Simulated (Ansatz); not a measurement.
The lowest singlet and triplet of NP (SMILES N#P); geometries from B3LYP-D3(BJ)/def2-TZVP, each state relaxed from the structure named, with no frequency check.
Singlet at the triplet's geometry (charge 0, multiplicity 1):
```xyz
2

N      0.00000     0.00000    -1.11419
P      0.00000     0.00000     0.51996
```

A positive gap puts the triplet lower; no zero-point energy. R- takes a restricted singlet. U- takes an unrestricted singlet (broken symmetry where lower, unprojected). The triplet is unrestricted in single-reference levels. Active spaces average the two states.

Cores are frozen in the correlated methods.

Run with Ansatz (a program for electronic structure) with Gaussian orbitals. 

| level | gap E(singlet) − E(triplet), vertical, at the triplet's geometry (kcal/mol) |
|---|---|
| R-SVWN5/def2-TZVPP | -74.72 |
| U-B3LYP/def2-TZVPP | -61.27 |
| R-BHLYP/def2-TZVPP | -49.25 |
| U-wB97X-V/def2-TZVPP | … |
| R-wB97M-V/def2-TZVPP | -64.45 |
| U-wB97M-V/def2-TZVPP | -64.45 |
| SA-CASSCF(10,8)/cc-pV(D+d)Z | -69.75 |
| SA-CASSCF(10,8)/cc-pV(T+d)Z | -69.30 |
| SC-NEVPT2 on SA-CASSCF(10,8)/cc-pV(T+d)Z | -64.60 |

Question: What belongs in the gaps?

Answer: 
- U-wB97X-V/def2-TZVPP, gap E(singlet) − E(triplet), vertical, at the triplet's geometry (kcal/mol): -59.73

Doubts at one or more of the structures used: a restricted determinant that unrestricted orbitals would lower (R-BHLYP/def2-TZVPP).
